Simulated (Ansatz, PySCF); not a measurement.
Gas-phase reaction 4 R1 + R2 → 4 P1 + P2, each structure at its B3LYP-D3(BJ)/def2-TZVP stationary point, reached from a drawn start (curvature not checked).
P1: HCl (SMILES Cl), charge 0, multiplicity 1.
R1: HF (SMILES F), charge 0, multiplicity 1.
R2, SiCl4 (SMILES Cl[Si](Cl)(Cl)Cl) (charge 0, multiplicity 1):
```xyz
5

Si     0.00000     0.00000     0.00000
Cl     1.17346     1.17346     1.17346
Cl     1.17346    -1.17346    -1.17346
Cl    -1.17346     1.17346    -1.17346
Cl    -1.17346    -1.17346     1.17346
```
P2: SiF4 (SMILES F[Si](F)(F)F), charge 0, multiplicity 1.

P less R. No zero-point or thermal terms.

Codes used: Ansatz (a first-principles code); PySCF for M06-2X and the D3/D4 terms. All values are computed, each at the level named.

Q: What reaction energy does M06-2X/def2-TZVPP give?

A: -53.1 kcal/mol

Q: What reaction energy does BLYP-D3(BJ)/def2-TZVPP give?

A: -48.0 kcal/mol

Q: Estimate the reaction energy that HF/cc-pV(D+d)Z returns for this input.

A: -52.7 kcal/mol
